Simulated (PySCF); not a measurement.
Computed shifts of a molecule CH6Cl2Si2, PBE/pcSseg-1 (PySCF), GIAO, gas phase, equivalent atoms averaged, in ppm (number of nuclei): ¹³C: 14.5 (1). ²⁹Si: 60.6 (1), -103.3 (1). ¹H: 3.87 (3), 1.17 (3). References: ¹³C against TMS (σ = 182.0 ppm); ²⁹Si against TMS (σ = 335.4 ppm); ³⁵Cl against HCl (σ = 936.5 ppm); ¹H against TMS (σ = 31.49 ppm), references at their B3LYP-D3(BJ)/def2-TZVP geometries, non-relativistic (without spin–orbit terms, shifts of atoms bonded to Cl or Br come out too high). Geometry optimised at TPSSh-D3(BJ)/def2-SVP. Other conformers were not sampled.

Problem. Pick the molecule that these values belong to.
A) [SiH3]C[SiH](Cl)Cl
B) C[Si]([SiH3])(Cl)Cl
C) C[SiH2][SiH](Cl)Cl
D) Cl[SiH2]C[SiH2]Cl

Solution. B, C[Si]([SiH3])(Cl)Cl
